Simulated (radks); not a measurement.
Dynamic dipole polarisability and lines of the tin ion Sn20+, [Ar] 3d10 4s2. All-electron calculation, scalar-relativistic Kohn-Sham, LDA (Slater exchange, Perdew-Wang correlation), spin-unpolarised, spherical densities, finite nucleus; Fermi nuclear charge, rms radius of each element as measured or else 0.836 A^(1/3) + 0.57 fm. Program: a radial shooting solver on a logarithmic mesh with Libxc functionals. Time-dependent linear response with the Hartree and adiabatic LDA kernel, continuum included through the Sternheimer equations, no spin-orbit coupling, so fine structure and intercombination lines are absent. Lines are the poles of the dipole polarisability below minus the highest occupied eigenvalue, found on a grid refined at the orbital gaps; the lowest seven at most are given, and weak or close lines can be missed. The first line takes the name of the lowest orbital gap if no other gap lies below it; otherwise a line is named after a gap within 0.6 % of it, if that gap stands alone.

| photon energy (eV) | alpha (bohr^3) |
|---|---|
| 0 | 0.2683 |
| 9.829 | 0.2749 |
| 49.144 | 0.7294 |
| 88.460 | -0.1967 |
| 127.78 | -0.04756 |
| 167.09 | -0.01184 |
| 206.41 | 0.005193 |
| 245.72 | 0.01787 |
| 285.04 | 0.1948 |
| 324.35 | 0.007437 |
| 363.67 | 0.01915 |
| 402.98 | 0.004549 |
| 442.30 | 0.03468 |
| 481.62 | -0.008581 |
| 520.93 | 0.02047 |
| 560.25 | 0.04195 |

Lines (eV, oscillator strength): 60.838 (20.38 nm, 4s-4p), f = 1.23; 287.31 (4.315 nm, 4s-5p), f = 0.319; 397.56 (3.119 nm, 4s-6p), f = 0.110; 457.63 (2.709 nm, 4s-7p), f = 0.0474; 471.89 (2.627 nm, unassigned), f = 0.442; 494.21 (2.509 nm, 4s-8p), f = 0.0352; 518.16 (2.393 nm, 4s-9p), f = 0.0215. Higher lines, where found, are left out when the end of the mesh affects them. Those listed give 93 % of the static polarisability (sum of f/w^2). Orbital energy gaps for comparison: 4s-4p 51.823 eV; 4s-5p 287.69 eV; 4s-6p 397.72 eV; 4s-7p 457.71 eV; 3d-4p 468.15 eV.
